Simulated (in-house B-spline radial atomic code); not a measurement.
How numerical settings move a run on Cd, [Kr] 4d10 5s2. Computed with an all-electron radial atomic-structure program (B-spline basis): scalar-relativistic (X2C) LC-wPBE, spin-polarised, spherical fractional occupations, Fermi nucleus of rms radius 4.6087 fm.

Command:
```bash
python run_scf.py task.json out
```
Settings of the sound reference run:
```
Z                48
electrons        48
configuration    [Kr] 4d10 5s2
hamiltonian      x2c
method           lc_wpbe
spin_polarised   True
nucleus          fermi
rms_radius       4.6087
mass_number      114
atomic_mass      113.9034
speed_of_light   137.036
knot_spacing     0.22
spline_order     8
gauss_points     12
box_radius       50
max_iterations   70
damping          0.5
damped_steps     3
diis_vectors     10
tolerance        1e-08
start            Thomas-Fermi
```

Time taken, with all properties: 2.6 s on 1 thread of Arm Neoverse N1, on a shared host.

It converges in 11 iterations to -5593.582070 hartree, with 5s up at -8.48847 eV. The other runs change the listed settings, some to values that make no sense; their results aren't properties of the atom or ion. Radii are in bohr (the nuclear one in fm), a minus after a letter asks for a j subshell, and «unchanged» means within 1e-8 hartree. The run stops when the residual is below 10 × tolerance × max(1, Z/10), or a noise floor if that is larger, and the energy moves by less than 1e-8 × √|E| hartree; so very loose and very tight tolerances often act alike.

```tsv
changed settings	outcome
spline_order = 3, max_iterations = 60, damping = 0.95, damped_steps = 8	converged in 17 iterations, energy +1.59e-01 hartree from the reference, 5s up level +8.0e-03 eV
spline_order = 10, max_iterations = 8	not converged after 8 iterations, last residual 3.2e-05, last energy +9.17e-06 hartree from the reference
spline_order = 3	converged in 11 iterations, energy +1.59e-01 hartree from the reference, 5s up level +8.0e-03 eV
max_iterations = 5	not converged after 5 iterations, last residual 1.1e-03, last energy +1.65e-05 hartree from the reference
max_iterations = 75, damping = 0.2, damped_steps = 8, diis_vectors = 1	not converged after 75 iterations, last residual 1.2e+00, last energy +1.40e+02 hartree from the reference
max_iterations = 8	not converged after 8 iterations, last residual 3.1e-05, last energy +6.88e-08 hartree from the reference
max_iterations = 50, damping = 0.8, damped_steps = 30	converged in 34 iterations, energy unchanged, 5s up level -5.0e-06 eV
max_iterations = 3	not converged after 3 iterations, last residual 9.5e-03, last energy +9.63e-04 hartree from the reference
start = bare nucleus	converged in 15 iterations, energy unchanged, 5s up level +7.1e-06 eV
max_iterations = 2	not converged after 2 iterations, last residual 1.6e-01, last energy +1.06e+00 hartree from the reference
spline_order = 7	converged in 11 iterations, energy +1.23e-05 hartree from the reference, 5s up level -1.5e-05 eV
electrons = 49, configuration = [Kr] 4d10 5s2 6s-1, max_iterations = 75	stopped with error: j subshells need the Dirac Hamiltonian and l > 0
```

(1) What happens with max_iterations = 12?

(2) What happens with knot_spacing = 2, max_iterations = 75, tolerance = 0.001?

(3) What happens with electrons = 49, configuration = [Kr] 4d10 5s2 3f1, max_iterations = 50?

(4) What happens with spline_order = 4?

## Answers

(1) Converged in 11 iterations, energy unchanged.

(2) Converged in 9 iterations, energy +4.39e+02 hartree from the reference, 5s up level -1.3e+00 eV (the program warns: 3s up reaches the box edge; 3s down reaches the box edge).

(3) Stopped with error: there is no 3f shell.

(4) Converged in 11 iterations, energy +2.80e-03 hartree from the reference, 5s up level +1.9e-04 eV.
